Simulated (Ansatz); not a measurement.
Start from `[CH3][GeH2][B](O)O` and change one atom or group to get `CB(O)O`.

Ansatz, PBE0-D4/def2-TZVP geometries, multiplicity 1. Each molecule was computed in one conformer, which needn't be the lowest.

Scalar relativity is left out up to krypton.

| property | `[CH3][GeH2][B](O)O` |
| --- | --- |
| LUMO energy (B3LYP/def2-TZVPP) / eV | -0.42 |
| LUMO energy (ωB97M-V/def2-TZVPP) / eV | 1.52 |
| HOMO–LUMO gap (PBE0/def2-TZVPP) / eV | 7.56 |
| size of the dipole moment (B3LYP/def2-TZVPP) / D | 1.82 |
| size of the dipole moment (ωB97M-V/def2-TZVPP) / D | 1.82 |
| LUMO energy (PBE/def2-TZVPP) / eV | -1.03 |

Q: What does the change do to each property? (An estimate is asked.)

A: Computed: 
| property | `CB(O)O` | shift |
| --- | --- | --- |
| LUMO energy (B3LYP/def2-TZVPP) / eV | -0.07 | 0.35 |
| LUMO energy (ωB97M-V/def2-TZVPP) / eV | 1.71 | 0.19 |
| HOMO–LUMO gap (PBE0/def2-TZVPP) / eV | 9.67 | 2.11 |
| size of the dipole moment (B3LYP/def2-TZVPP) / D | 2.23 | 0.41 |
| size of the dipole moment (ωB97M-V/def2-TZVPP) / D | 2.27 | 0.45 |
| LUMO energy (PBE/def2-TZVPP) / eV | -0.52 | 0.51 |

With PBE0 the HOMO falls by 1.60 eV and the LUMO rises by 0.51 eV, so the gap widens by about 2.11 eV. PBE moves the HOMO by -1.17 eV and ωB97M-V by -1.91 eV. Dipoles are sizes alone; their direction can turn.

B3LYP here is the variant with VWN-RPA as its local correlation; programs differ in this.
